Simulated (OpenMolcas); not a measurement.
A run on Cu3+ with its 6 nearest fluoride ions at 2.005 Å, on the Ga site of K2NaGaF6 (a = 8.246 Å, distance in the model lattice 1.938 Å). The rest of the host is ab initio model potentials to 7.6 Å, with orthogonalisation functions on the cations behind the ligands, and point charges beyond; the distance is set by hand and nothing relaxes. Ligand basis ANO-RCC-VDZP.

| Item | Value |
| --- | --- |
| Program | OpenMolcas 26.06 |
| Method | SS-CASPT2, IPEA 0.25 Eh, imaginary shift 0.1 Eh (closed shells correlated: 3s 3p and the ligand valence shells) |
| Basis | ANO-RCC-VDZP [5s4p2d1f] |
| Scalar Hamiltonian | DKH2, point nucleus |
| Active space | 8 electrons in 5 orbitals (3d) |
| State averaging | 2S+1 = 3 even, 10 roots; 2S+1 = 1 even, 15 roots |
| Spin-orbit coupling | RASSI with atomic mean-field integrals over the reference wave functions |

First CASPT2 step and the start of its output:

```
&CASPT2
Multistate=10 1 2 3 4 5 6 7 8 9 10
NoMult
Frozen=5 6
IPEA=0.25
Imaginary=0.1
MaxIter=60
WThr=0.0 0.3 0.05
PrWF=0.5
NoMix
```

```
--- CASPT2 ---
Orbital specifications:
      -----------------------

      Symmetry species                           1   2
                                                ag  au
      Frozen orbitals                            5   6
      Inactive orbitals                         13  15
      Active orbitals                            5   0
      Secondary orbitals                        46  52
      Deleted orbitals                           0   0
      Number of basis functions                 69  73
Type of calculation                        SS-CASPT2
      Fock operator                              state-specific
      IPEA shift                                 0.25
      Real shift                                 0.00
      Imaginary shift                            0.10
      The input orbitals will be transformed to quasi-canonical
Reference energy:       -2251.4498266801
      E2 (Non-variational):      -1.7949023302
      Shift correction:          -0.0014690119
      E2 (Variational):          -1.7963713421
      Total energy:           -2253.2461980222
      Residual norm:              0.0000001370
      Reference weight:           0.71035
      Contributions to the CASPT2 correlation energy
      Active & Virtual Only:         -0.1995666608
      One Inactive Excited:          -0.2963858554
      Two Inactive Excited:          -1.2989498140
Reference energy:       -2251.4109314286
      E2 (Non-variational):      -1.7579669683
      Shift correction:          -0.0035313876
      E2 (Variational):          -1.7614983559
      Total energy:           -2253.1724297844
      Residual norm:              0.0000009461
      Reference weight:           0.70469
      Contributions to the CASPT2 correlation energy
      Active & Virtual Only:         -0.1935432855
...
```

Over all roots the printed reference weights run from 0.00 to 0.71, and roots that are degenerate in the reference spread by up to 8.3e+06 cm-1.

Problem. Did the run give usable levels, and if not, why?

Solution. No. The equations converged, but the reference weight falls to 0.00 for at least one root against 0.71 for the best. A drop of that size marks an intruder state, so the energies of such roots and the levels built on them can't be trusted.
